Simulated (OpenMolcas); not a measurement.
What dynamic correlation does to the levels of Ga⁺

```
Program             : OpenMolcas
Basis               : ANO-R2 [6s5p4d3f1g]
Scalar Hamiltonian  : X2C, finite nucleus
Active space        : 2 electrons in 4 orbitals (4s 4p)
State averaging     : 2S+1 = 3 even, 3 roots; 2S+1 = 1 even, 7 roots; 2S+1 = 3 odd, 3 roots; 2S+1 = 1 odd, 3 roots
Spin-orbit coupling : RASSI with atomic mean-field integrals over the reference wave functions, term energies averaged over their components
```

Methods on the same reference wave functions:
A. CASSCF
B. SS-CASPT2, IPEA 0.25 Eh, imaginary shift 0.1 Eh (closed shells correlated: 3d)
C. MS-CASPT2, IPEA 0.25 Eh, imaginary shift 0.1 Eh (closed shells correlated: 3d)

Energies in cm⁻¹ above 4s² ¹S₀, the measured ground level; measured values from NIST Handbook of Basic Atomic Spectroscopic Data.

```json
{"Level": "4s² ¹S₀", "A": "0.0", "B": "0.0", "C": "0.0", "Measured": "0.0"}
{"Level": "4s 4p ³P°₀", "A": "43522", "B": "46474", "C": "46782", "Measured": "47368"}
{"Level": "4s 4p ³P°₁", "A": "43885", "B": "46836", "C": "47144", "Measured": "47814"}
{"Level": "4s 4p ³P°₂", "A": "44627", "B": "47579", "C": "47888", "Measured": "48750"}
{"Level": "4s 4p ¹P°₁", "A": "74436", "B": "71416", "C": "71725", "Measured": "70701"}
{"Level": "4p² ³P₀", "A": "110703", "B": "114520", "C": "114828", "Measured": ""}
{"Level": "4p² ³P₁", "A": "111091", "B": "114923", "C": "115232", "Measured": ""}
{"Level": "4p² ³P₂", "A": "111770", "B": "115505", "C": "115814", "Measured": ""}
{"Level": "4p² ¹D₂", "A": "119984", "B": "117575", "C": "117883", "Measured": "107721"}
{"Level": "4p² ¹S₀", "A": "138462", "B": "133931", "C": "134548", "Measured": ""}
```

Deviations, from unrounded energies. A percentage is the sum of absolute deviations over the sum of measured energies, with the sign that they share, or ± where signs differ.

```tsv
Against measurement	Levels	A	B	C
mean absolute deviation (cm-1)	5	5600	2700	2700
other configurations (%)	5	±8.7	±4.2	±4.1
```

B, C lie about equally close to measurement and A furthest from it. The largest miss of C in the table is 4p² ¹D₂, by +10000 cm-1. The ranking rests on the paired levels alone, and a cruder setting can come out closer through cancelling errors.

Between B and C the level of the table that moves most is 4p² ¹S₀, by 620 cm-1 (lowest in B, highest in C).

The lowest spin-free term lies below A's lowest term by 0.484 hartree in B, 0.485 hartree in C.

The ¹D term of p² mixes with s d, which this space lacks. Without dynamic correlation excited terms often stand tens of per cent too high (terms of higher spin than the ground term too low), and those without a measured partner can miss by more than the paired ones (holds for A). Measured partners are found by configuration, term and J. A level has none where our copy of the source lacks it or the pairing is in doubt (some pairs that miss far off the trend of their configuration count as doubtful), and it then counts in no deviation. Only configurations of the active space appear.

° marks odd parity.
